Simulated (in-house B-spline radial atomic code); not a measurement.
RPA and G0W0 on LC-wPBE: Ga3+

Configuration [Ar] 3d10, mean-field start LC-wPBE. Computed with a B-spline radial code for spherical atoms: all electrons, scalar-relativistic (spin-free one-electron X2C), finite nucleus, each spin shell either full or empty, empty states to l = 9 with an (l + 1/2)⁻⁴ tail; G0W0 by contour deformation at full frequency.

Command:
```bash
python run_gw.py task.json out
```
Settings (radii: box in bohr, nucleus in fm):
```
Z                        31
electrons                28
configuration            [Ar] 3d10
hamiltonian              x2c
method                   lc_wpbe
lmax                     9
rms_radius               3.9973
spin_polarised           False
box_radius               14.14
intervals                69
```

Run time, properties included: 3.6 s on 1 thread of Arm Neoverse N1 (shared host).

Energies (hartree):

```tsv
term	value
mean-field total	-1941.54245
Hartree-Fock functional on these orbitals	-1940.22744
direct second order	-2.4654
second-order exchange	0.71179
SOSEX correction	0.64916
```

(1) What is the RPA correlation energy, and what remains with SOSEX?

Quasi-particle levels (eV):

```csv
level,occupied,mean field,Σx - vxc,Σc,QP weight,G0W0
3d,yes,-58.04,-8.27,?,?,?
4s,no,-32.00,2.37,-1.29,0.987,-30.93
```

G0W0 = mean field + (Σx - vxc) + Σc, with Σc (partial-wave tail included) taken at the quasi-particle energy. Only the outer levels were computed. Levels of low weight are left out.

(2) Where does G0W0 put 3d?

Results:

(1) RPA gives -2.0973 hartree (-2.04 eV per electron); RPA + SOSEX gives -1.4482, and the second-order doubles -1.7536 hartree (no singles). SOSEX takes back 31 % of the RPA value.

(2) At -64.22 eV, with Σc = 2.09 eV and a quasi-particle weight of 0.940. The tabulated removal energy is 63.241 ± 0.009 eV (NIST, measured); the calculation leaves out spin-orbit coupling, Breit and QED terms, and what these don't explain is the method's own error.
